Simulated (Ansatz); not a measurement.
Ansatz (an electronic-structure program) input (B3LYP-D3(BJ)/def2-TZVP):

Ansatz 0.2 input:
```yaml
crystal:
  periodic: [false, false, false]
  atoms:
    - {symbol: W, position_ang: [-0.00000000, -0.00000000, -0.42888623]}
    - {symbol: Cl, position_ang: [0.00000000, 0.00000000, 1.86691652]}
basis:
  gaussian:
    orbitals: def2-TZVP
hamiltonian:
  xc: b3lyp
  dispersion: d3bj
magnetization: {spin_polarized: true, initial_magnetization: 5}
phonons: {temperatures: {t_min: 298.15, t_max: 298.15, t_step: 100}}
```

Output:

```
Functional definition: B3LYP
integrals: 0.02 GiB planned
656 factors; their error is unknown
mean field: 0.26 GiB planned
mean field evaluation 1: about -14346.3270 eV, gradient 1.5e1 eV
mean field evaluation 2: about -14346.2723 eV, gradient 1.7e1 eV
mean field evaluation 4: about -14347.6437 eV, gradient 1.8e0 eV
mean field evaluation 8: about -14347.6618 eV, gradient 2.8e-2 eV
mean field evaluation 16: about -14347.6976 eV, gradient 1.8e-5 eV
mean field -14347.69755530 eV, -527.2681599387 hartree, gradient 1.8e-5 eV, S^2 8.756859; 2 other end points of the search recorded, 0 dependent functions left out
the calculation of the forces begins
reference -14347.69774470 eV, -527.2681668990 hartree; 18, 13 occupied and 59, 64 virtual orbitals, 656 factors
these checks for a lower state are left out or cut short: stability, starts, cluster_reference, orbital_swaps, neighbouring_geometries, increment
integrals: 0.02 GiB planned
656 factors; their error is unknown
mean field: 0.26 GiB planned
mean field evaluation 32: about -14347.6976 eV, gradient 1.7e-6 eV
mean field -14347.69755530 eV, -527.2681599385 hartree, gradient 1.7e-6 eV, S^2 8.756859; 0 other end points of the search recorded, 0 dependent functions left out
the calculation of the forces begins
reference -14347.69774470 eV, -527.2681668988 hartree; 18, 13 occupied and 59, 64 virtual orbitals, 656 factors
these checks for a lower state are left out or cut short: stability, starts, cluster_reference, orbital_swaps, neighbouring_geometries, increment
integrals: 0.02 GiB planned
656 factors; their error is unknown
mean field: 0.26 GiB planned
mean field -14347.69755530 eV, -527.2681599385 hartree, gradient 1.7e-6 eV, S^2 8.756859; 0 other end points of the search recorded, 0 dependent functions left out
the calculation of the forces begins
reference -14347.69774470 eV, -527.2681668988 hartree; 18, 13 occupied and 59, 64 virtual orbitals, 656 factors
these checks for a lower state are left out or cut short: stability, starts, cluster_reference, orbital_swaps, neighbouring_geometries, increment
integrals: 0.02 GiB planned
656 factors; their error is unknown
mean field: 0.26 GiB planned
mean field -14347.69755530 eV, -527.2681599385 hartree, gradient 1.7e-6 eV, S^2 8.756859; 0 other end points of the search recorded, 0 dependent functions left out
the calculation of the forces begins
reference -14347.69774470 eV, -527.2681668988 hartree; 18, 13 occupied and 59, 64 virtual orbitals, 656 factors
these checks for a lower state are left out or cut short: stability, starts, cluster_reference, orbital_swaps, neighbouring_geometries, increment
integrals: 0.02 GiB planned
656 factors; their error is unknown
mean field: 0.26 GiB planned
mean field -14347.69755530 eV, -527.2681599385 hartree, gradient 1.7e-6 eV, S^2 8.756859; 0 other end points of the search recorded, 0 dependent functions left out
the calculation of the forces begins
reference -14347.69774470 eV, -527.2681668988 hartree; 18, 13 occupied and 59, 64 virtual orbitals, 656 factors
these checks for a lower state are left out or cut short: stability, starts, cluster_reference, orbital_swaps, neighbouring_geometries, increment
integrals: 0.02 GiB planned
656 factors; their error is unknown
mean field: 0.26 GiB planned
mean field evaluation 64: about -14347.6975 eV, gradient 1.7e-6 eV
mean field -14347.69751680 eV, -527.2681585236 hartree, gradient 1.7e-6 eV, S^2 8.756843; 0 other end points of the search recorded, 0 dependent functions left out
the calculation of the forces begins
reference -14347.69770617 eV, -527.2681654828 hartree; 18, 13 occupied and 59, 64 virtual orbitals, 656 factors
these checks for a lower state are left out or cut short: stability, starts, cluster_reference, orbital_swaps, neighbouring_geometries, increment
integrals: 0.02 GiB planned
656 factors; their error is unknown
mean field: 0.26 GiB planned
mean field -14347.69750051 eV, -527.2681579250 hartree, gradient 1.5e-6 eV, S^2 8.756875; 0 other end points of the search recorded, 0 dependent functions left out
the calculation of the forces begins
reference -14347.69768994 eV, -527.2681648863 hartree; 18, 13 occupied and 59, 64 virtual orbitals, 656 factors
these checks for a lower state are left out or cut short: stability, starts, cluster_reference, orbital_swaps, neighbouring_geometries, increment
integrals: 0.02 GiB planned
656 factors; their error is unknown
mean field: 0.26 GiB planned
mean field -14347.69755530 eV, -527.2681599385 hartree, gradient 1.7e-6 eV, S^2 8.756859; 0 other end points of the search recorded, 0 dependent functions left out
the calculation of the forces begins
reference -14347.69774470 eV, -527.2681668988 hartree; 18, 13 occupied and 59, 64 virtual orbitals, 656 factors
these checks for a lower state are left out or cut short: stability, starts, cluster_reference, orbital_swaps, neighbouring_geometries, increment
integrals: 0.02 GiB planned
656 factors; their error is unknown
mean field: 0.26 GiB planned
mean field -14347.69755530 eV, -527.2681599385 hartree, gradient 1.7e-6 eV, S^2 8.756859; 0 other end points of the search recorded, 0 dependent functions left out
the calculation of the forces begins
reference -14347.69774470 eV, -527.2681668988 hartree; 18, 13 occupied and 59, 64 virtual orbitals, 656 factors
these checks for a lower state are left out or cut short: stability, starts, cluster_reference, orbital_swaps, neighbouring_geometries, increment
integrals: 0.02 GiB planned
656 factors; their error is unknown
mean field: 0.26 GiB planned
mean field evaluation 96: about -14347.6976 eV, gradient 1.7e-6 eV
mean field -14347.69755530 eV, -527.2681599385 hartree, gradient 1.7e-6 eV, S^2 8.756859; 0 other end points of the search recorded, 0 dependent functions left out
the calculation of the forces begins
reference -14347.69774470 eV, -527.2681668988 hartree; 18, 13 occupied and 59, 64 virtual orbitals, 656 factors
these checks for a lower state are left out or cut short: stability, starts, cluster_reference, orbital_swaps, neighbouring_geometries, increment
integrals: 0.02 GiB planned
656 factors; their error is unknown
mean field: 0.26 GiB planned
mean field -14347.69755530 eV, -527.2681599385 hartree, gradient 1.7e-6 eV, S^2 8.756859; 0 other end points of the search recorded, 0 dependent functions left out
the calculation of the forces begins
reference -14347.69774470 eV, -527.2681668988 hartree; 18, 13 occupied and 59, 64 virtual orbitals, 656 factors
these checks for a lower state are left out or cut short: stability, starts, cluster_reference, orbital_swaps, neighbouring_geometries, increment
integrals: 0.02 GiB planned
656 factors; their error is unknown
mean field: 0.26 GiB planned
mean field -14347.69750051 eV, -527.2681579250 hartree, gradient 1.5e-6 eV, S^2 8.756875; 0 other end points of the search recorded, 0 dependent functions left out
the calculation of the forces begins
reference -14347.69768994 eV, -527.2681648863 hartree; 18, 13 occupied and 59, 64 virtual orbitals, 656 factors
these checks for a lower state are left out or cut short: stability, starts, cluster_reference, orbital_swaps, neighbouring_geometries, increment
integrals: 0.02 GiB planned
656 factors; their error is unknown
mean field: 0.26 GiB planned
mean field -14347.69751680 eV, -527.2681585236 hartree, gradient 1.7e-6 eV, S^2 8.756843; 0 other end points of the search recorded, 0 dependent functions left out
the calculation of the forces begins
reference -14347.69770617 eV, -527.2681654828 hartree; 18, 13 occupied and 59, 64 virtual orbitals, 656 factors
Total energy: -14347.77918460 eV, -527.2711597600 hartree
Atom 0 at    -0.000000    -0.000000    -0.428886 Å, force     0.000000    -0.000000     0.001923 eV/Å
Atom 1 at     0.000000     0.000000     1.866917 Å, force    -0.000000     0.000000    -0.001923 eV/Å
Dipole moment:     0.000000    -0.000000    -0.669799 e Å
Vibrations: 369.68 cm⁻¹, zero-point energy 0.022917 eV
```

The spin state was set by rule; other spins were not relaxed.
